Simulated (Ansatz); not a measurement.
Mulliken charges of `O[Si@H]1S[C@H]1F` from ωB97M-V/def2-TZVPP in Ansatz (PBE0-D4/def2-TZVP geometry).

```csv
atom,x (Å),y (Å),z (Å),charge (e)
O1,-0.010,1.756,0.727,-0.367
Si2,0.695,0.413,0.137,0.443
S3,0.395,-1.463,0.994,-0.176
C4,-0.342,-0.911,-0.622,-0.007
F5,-1.706,-0.753,-0.586,-0.211
H6,-0.889,1.660,1.102,0.196
H7,2.023,0.805,-0.360,-0.008
H8,-0.073,-1.564,-1.447,0.131
```

By hand: the dipole of these point charges (1 e Å = 4.8032 D).

Σ q r = (0.404, 0.075, -0.224) e Å, of length 0.468 e Å = 2.25 D.

How does the dipole of the full density compare? (Best estimate.)

The calculation gave: (0.118, 0.144, -0.092) e Å, 1.00 D; the point charges give 2.25 times that, at 36° from its direction.

Point charges leave out the atoms' own dipoles, such as those of lone pairs, and Mulliken's split depends on the basis, so the two needn't agree.
